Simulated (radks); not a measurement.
Results of a calculation; reference values are marked as such.
Neutral manganese inside a hard spherical wall (all orbitals vanish at R), configuration held at [Ar] 3d5 4s2 and not refilled when levels cross. Code: a radial shooting solver on a logarithmic mesh with Libxc functionals. Model: non-relativistic Kohn-Sham, PBEsol, spin-unpolarised, spherical densities, point nucleus. Eigenvalues in eV, with the zero of energy where the potential of the charges vanishes at infinity; a dash marks a level that is unbound or too diffuse for the functional's potential to be trusted. A positive occupied level is held by the wall or, in an anion where self-interaction has pushed it up, behind a barrier. The pressure on the wall is -dE/dV.

R (bohr)  E (hartree)  kinetic (hartree)    e(3s)    e(3p)   e(3d)   e(4s)  e(4p, empty)  e(5s, empty)  pressure (GPa)
free      -1149.43915           1148.379  -83.952  -54.177  -7.033  -5.046        -1.372             -               0
20        -1149.43915           1148.379  -83.952  -54.177  -7.033  -5.046        -1.372             -        < 0.0001
15        -1149.43915           1148.379  -83.952  -54.177  -7.033  -5.046        -1.368         0.328        < 0.0001
6         -1149.40253           1148.589  -82.796  -53.024  -5.930  -3.905         0.737        11.687            2.72
5         -1149.32282           1148.938  -81.357  -51.596  -4.577  -2.189         3.262        21.278            12.8
3.5       -1148.67900           1151.219  -74.922  -45.283   1.594   8.056        16.499        63.918             198
2.5       -1145.96652           1159.885  -60.830  -31.369  16.675  41.929        55.452        169.50            2250
2         -1140.45747           1176.896  -42.493  -12.439  38.302  99.402        116.33        316.19           11000
